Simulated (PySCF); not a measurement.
**Converging In₂ in the basis (MP2)**

PySCF, UHF reference; triplet, unpaired electrons σ ↑, π ↑; De to In + In without counterpoise correction. Frozen cores follow the default of each basis and core potential.

| basis | relativity | functions | Re (Å) | ωe (cm⁻¹) | De (eV) | frozen orbitals |
| --- | --- | --- | --- | --- | --- | --- |
| cc-pVDZ-PP | scalar-relativistic core potentials | 46 | 3.048 | 123 | 1.07 | 8 |
| def2-SVP | scalar-relativistic core potentials | 52 | 3.027 | 126 | 1.07 | 8 |
| def2-TZVPP | scalar-relativistic core potentials | 100 | 2.963 | 125 | 1.21 | 8 |

**Question.** How does each smaller set differ from the one with most functions, def2-TZVPP?

**Answer.** cc-pVDZ-PP: +8.5 pm, -1.6 % in ωe, -0.14 eV in De; def2-SVP: +6.4 pm, +0.8 % in ωe, -0.14 eV in De. All at MP2; the set with most functions is neither the basis-set limit nor always the best.

Correlated steps freeze 8 core orbitals. Correlated levels converge slowly with the basis: in double zeta they bind strong bonds too weakly, by up to about 1 eV, and carry superposition errors of some tenths. These are scalar-relativistic numbers at best; spin–orbit coupling would shift them, the dissociation energy most. The state was picked by a PBE0 search and need not be the measured ground state.
